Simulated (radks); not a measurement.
The numbers below are computed, except where a source is named.
Task: Coherent X-ray form factor from a spherical all-electron density. Level of theory: Dirac Kohn-Sham, Slater X-alpha with alpha = 1.02, spin-unpolarised, spherical densities, finite nucleus; Fermi nuclear charge, rms radius of each element as measured or else 0.836 A^(1/3) + 0.57 fm (a radial shooting solver on a logarithmic mesh with Libxc functionals).

| sin(theta)/lambda (1/angstrom) | f0 (electrons) |
|---|---|
| 0.05 | 54.581 |
| 0.1 | 51.494 |
| 0.15 | 48.172 |
| 0.2 | 44.949 |
| 0.25 | 41.859 |
| 0.3 | 38.995 |
| 0.4 | 34.137 |
| 0.5 | 30.227 |
| 0.6 | 26.928 |
| 0.8 | 21.778 |
| 1 | 18.366 |
| 1.25 | 15.557 |
| 1.5 | 13.287 |
| 2 | 9.347 |

The species is in the configuration that NIST lists as its ground one. Which atom or ion scatters so?

Result: Neutral barium, [Xe] 6s2. Extrapolating in s^2 from the first two rows gives f0(0) = 55.6, near the electron count 56; among species with that count, the fall with angle is slower the higher Z, and the table is that of Z = 56; from so few rows the species is fixed only to a neighbour or two.
